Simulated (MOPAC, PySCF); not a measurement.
H₅FSi₃, SMILES `[SiH](/F)=[SiH]/[SiH3]`, neutral singlet in the gas phase. 

Cartesian coordinates (Å):
SMILES: F/[SiH]=[SiH]\[SiH3]
```xyz
9

F      1.9119    -1.9284     0.0912
Si     1.9488    -0.3730    -0.2861
Si     0.3918     0.9838     0.2860
Si    -1.6941    -0.0062     0.2251
H      3.3614    -0.0475    -0.5828
H      0.5974     2.2614    -0.4418
H     -2.5855     0.5797     1.2571
H     -1.4924    -1.4449     0.5232
H     -2.3516     0.1449    -1.0960
```
Charge 0, multiplicity 1.

All levels are single points at this geometry (ωB97X-D3(BJ)/def2-TZVP); Pople sets use spherical d functions. Orbital energies aren't observables, and empty levels follow the basis.

| level | HOMO (eV) | LUMO (eV) | gap (eV) | dipole (D) | vertical IE, Delta-SCF (eV) |
|---|---|---|---|---|---|
| ωB97X-D3(BJ)/def2-TZVP in PySCF | -8.23 | -0.27 | 7.96 | 0.94 | 8.05 |
| B3LYP/6-31G* in PySCF | -5.88 | -2.08 | 3.80 | 0.92 | 7.98 |
| BP86/6-31G* in PySCF | -5.34 | -2.72 | 2.62 | 0.83 | – |
| HF/6-31G* in PySCF | -7.76 | 0.88 | 8.63 | 1.18 | 6.94 |
| PM3 in MOPAC | -7.79 | -2.02 | 5.77 | 0.96 | – |
| PM6 in MOPAC | -7.20 | -1.38 | 5.83 | 1.38 | – |
